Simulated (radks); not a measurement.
Neutral bismuth inside a hard spherical wall (all orbitals vanish at R), configuration held at [Hg] 6p3 and not refilled when levels cross. All-electron calculation, scalar-relativistic Kohn-Sham, PBE, spin-polarised, spherical densities, finite nucleus; open shells are filled with parallel spins first (spin-orbit coupling, left out, can overturn this in heavy ions); Fermi nuclear charge, rms radius 5.5211 fm. Program: a radial shooting solver on a logarithmic mesh with Libxc functionals. Eigenvalues in eV for spin up, with the zero of energy where the potential of the charges vanishes at infinity; a dash marks a level that is unbound or too diffuse for the functional's potential to be trusted. A positive occupied level is held by the wall or, in an anion where self-interaction has pushed it up, behind a barrier. The pressure on the wall is -dE/dV.

\begin{tabular}{lrrrrrrrrr}
R (bohr) & E (hartree) & kinetic (hartree) & e(5p) & e(5d) & e(6s) & e(6p) & e(7s, empty) & e(6d, empty) & pressure (GPa) \\ \hline
free & -21524.3191 & 24395.212 & -95.649 & -26.974 & -14.953 & -5.181 & - & - & 0 \\
20 & -21524.3191 & 24395.212 & -95.649 & -26.974 & -14.953 & -5.181 & - & - & < 0.0001 \\
15 & -21524.3191 & 24395.212 & -95.649 & -26.974 & -14.953 & -5.180 & -0.741 & 0.770 & < 0.0001 \\
10 & -21524.3187 & 24395.216 & -95.615 & -26.940 & -14.924 & -5.154 & -0.180 & 1.555 & 0.0110 \\
8 & -21524.3148 & 24395.246 & -95.417 & -26.746 & -14.765 & -4.994 & 1.084 & 2.628 & 0.183 \\
7 & -21524.3053 & 24395.310 & -95.082 & -26.420 & -14.505 & -4.709 & 2.651 & 3.732 & 0.780 \\
6 & -21524.2734 & 24395.497 & -94.314 & -25.677 & -13.921 & -3.999 & 5.874 & 5.782 & 3.59 \\
4 & -21523.7135 & 24398.131 & -88.429 & -20.154 & -8.918 & 3.153 & 31.385 & 20.429 & 126 \\
3.5 & -21523.0505 & 24400.981 & -84.311 & -16.371 & -4.584 & 9.415 & 50.828 & 31.391 & 374 \\
2 & -21503.1251 & 24475.816 & -34.637 & 35.252 & 85.536 & 125.55 & 321.36 & 186.85 & 29100 \\
1.5 & -21446.7804 & 24660.149 & 42.959 & 128.64 & 286.03 & 356.13 & 766.91 & 446.84 & 232000 \\
\end{tabular}
